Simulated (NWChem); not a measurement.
System: CuPH$_{3}$Br; SMILES [PH3]->[Cu][Br]

Input file for NWChem:

```
start job
memory heap 200 mb stack 900 mb global 1100 mb
geometry units angstroms noautosym noautoz
  Cu     0.255343    -0.303972    -0.400645
  Br    -0.747011     0.893622     1.178964
  P      1.249881    -1.497745    -1.976656
  H      2.129760    -2.514650    -1.658061
  H      2.067809    -0.901897    -2.917796
  H      0.514694    -2.235485    -2.884962
end
basis spherical
  * library def2-svp
end
dft
  xc pbe0
  iterations 150
end
driver
  maxiter 120
end
task dft optimize
task dft freq
```

This build's default masses of Se (78.918 u) and Br (79.917 u) are each other's, which moves their modes by up to 0.6 %.

The level has its own optimisation; frequencies are unscaled.

Question: What results follow from this input? (PBE0/def2-SVP.) Quantities: r Br–Cu (Å); r Cu–P (Å); r H–P (Å); highest harmonic frequency (cm⁻¹); lowest (cm⁻¹); zero-point energy (kcal/mol); dipole (D).

Answer: 
| Property | Result |
|---|---|
| r Br–Cu (Å) | 2.227 |
| r Cu–P (Å) | 2.183 |
| r H–P (Å) | 1.419 |
| highest harmonic frequency (cm⁻¹) | 2481 |
| lowest (cm⁻¹) | 72 |
| zero-point energy (kcal/mol) | 17.5 |
| dipole (D) | 8.05 |
